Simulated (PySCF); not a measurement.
**Correlation energy of As (arsenic, neutral)**

[Ar] 3d10 4s2 4p3, high-spin 4S determinant. Calculation: PySCF 2.14, in cc-pVTZ-PP with ECP10MDF; scalar relativity through the core potential. Frozen: 3s2 3p6 3d10; 5 electrons correlated.

MP2 pair energies summed by pair of shells (mhartree):

```csv
pair,energy,share (%)
4s-4p,-46.38,64.9
4p-4p,-15.32,21.5
4s-4s,-9.72,13.6
```

Total MP2 correlation energy: -71.42 mhartree.

Same-spin part -19.20 and opposite-spin part -52.22 mhartree; SCS-MP2 scales them by 1/3 and 6/5 to -69.06 mhartree.

```csv
level,correlation energy (mhartree)
CCSD,-85.57
(T),-2.79
CCSD(T),-88.36
```

Diagnostics: T1 = 0.0036, D1 = 0.0085, largest double amplitude 0.052.

Cost of the coupled-cluster step: 0.44 s of wall time on 1 thread of AMD EPYC 7R43 64-Core Processor (shared host), for 5 correlated electrons.
